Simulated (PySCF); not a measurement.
Consider hexamethyldisiloxane, `C[Si](C)(C)O[Si](C)(C)C` (C6H18OSi2). Atom numbers as in the mapped SMILES `[CH3:1][Si:2]([CH3:3])([CH3:4])[O:5][Si:6]([CH3:7])([CH3:8])[CH3:9]`.

Computed at ωB97X-D3(BJ)/ma-def2-SVP // PBE0-D3(BJ)/def2-SVP with PySCF (density fitting, grid level 2). Thermal corrections: GFN2-xTB frequencies, unscaled, ideal gas at 298.15 K and 1 bar, quasi-RRHO entropy. These were taken at the GFN2-xTB minima.

(1) What are the vertical and the adiabatic ionisation energy for forming the radical cation?

(2) Where does the unpaired spin of the relaxed radical cation sit?

(3) How far is −ε(HOMO) from the vertical value by ΔSCF?

## Answers

(1) 9.92 eV vertical and 9.48 eV adiabatic, the latter with zero-point energy.

(2) O5 (oxygen on the metalloid) 0.43, C9 (methyl carbon) 0.19, C4 (methyl carbon) 0.18, C3 (methyl carbon) 0.14 (intrinsic atomic orbital populations).

(3) −ε(HOMO) = 10.22 eV, which is 0.30 eV above the ΔSCF value.

Caveats: ma-def2-SVP is a small basis, whose errors can reach tens of kJ/mol.
